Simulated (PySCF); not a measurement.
3-cyclohexen-1-ol, C6H10O.
Numbering: `[OH:1][C@H:2]1[CH2:3][CH:4]=[CH:5][CH2:6][CH2:7]1` (hydrogens: H8 on O1; H9 on C2; H10, H11 on C3; H12 on C4; H13 on C5; H14, H15 on C6; H16, H17 on C7)

Structure used (PBE0-D3(BJ)/def2-SVP), in Å, numbered top down from 1:
```xyz
17
C6H10O angstrom
O      1.821   -1.154    0.313
C      0.663   -0.371    0.456
C      0.854    1.038   -0.098
C     -0.431    1.809   -0.171
C     -1.636    1.240   -0.052
C     -1.833   -0.234    0.141
C     -0.565   -1.024   -0.166
H      1.988   -1.256   -0.631
H      0.498   -0.295    1.545
H      1.598    1.577    0.512
H      1.303    0.967   -1.109
H     -0.361    2.890   -0.325
H     -2.532    1.869   -0.095
H     -2.667   -0.588   -0.487
H     -2.156   -0.425    1.182
H     -0.416   -1.071   -1.261
H     -0.643   -2.062    0.192
```

Computed, not measured: TDDFT PBE0/def2-SVPD, vertical, gas phase, core orbitals frozen in the response in PySCF.

Transition dipole moments from the ground state, in atomic units and in the frame of the coordinates above (overall signs are arbitrary), for the states with f of 0.002 or more among the lowest 7:

| state | E (hartree) | μx | μy | μz |
| --- | --- | --- | --- | --- |
| S1 | 0.2396 | -0.458 | -0.218 | -0.054 |
| S2 | 0.2484 | 0.212 | 0.130 | -0.076 |
| S3 | 0.2539 | -0.608 | -0.199 | 0.216 |
| S4 | 0.2629 | 0.481 | 0.234 | -0.082 |
| S5 | 0.2686 | -0.399 | -0.411 | 0.032 |
| S6 | 0.2752 | 0.343 | 0.206 | 0.120 |
| S7 | 0.2796 | 0.504 | 0.083 | 0.080 |

**Question.** What oscillator strength does each state have?

**Answer.** f = (2/3) ΔE |μ|² with ΔE in hartree (27.2114 eV).

```
state  |μ|² (au)  |μ| (D)      f
   S1      0.260     1.30  0.042
   S2      0.068     0.66  0.011
   S3      0.456     1.72  0.077
   S4      0.293     1.38  0.051
   S5      0.329     1.46  0.059
   S6      0.175     1.06  0.032
   S7      0.267     1.31  0.050
```

**Question.** Which bond between heavy atoms lies closest to the direction of the S3 transition dipole?

**Answer.** C4–C5, at 15° from it; next C2–C7 at 44°.

**Question.** What angle do the transition dipoles of S2 and S5 make?

**Answer.** |cos θ| = |μa·μb| / (|μa| |μb|) = 0.94, so θ ≈ 20° (taken between 0 and 90°, since the signs are arbitrary).

**Question.** How is the summed strength of these states shared among x, y and z?

**Answer.** (2/3) Σ ΔE μα² gives 0.241 for x, 0.066 for y and 0.015 for z, 0.322 in all.

**Question.** What peak molar absorption coefficient would the strongest computed level give as a lone Gaussian band 0.4 eV wide at half height?

**Answer.** ε(max) = 2.175×10⁸ f / FWHM, with the width in cm⁻¹. S3: 2.175×10⁸ × 0.0771 / 3226 ≈ 5200 L mol⁻¹ cm⁻¹.

All these states lie below the vertical ionisation energy of 9.10 eV (ΔSCF).

One conformer stands for the species.
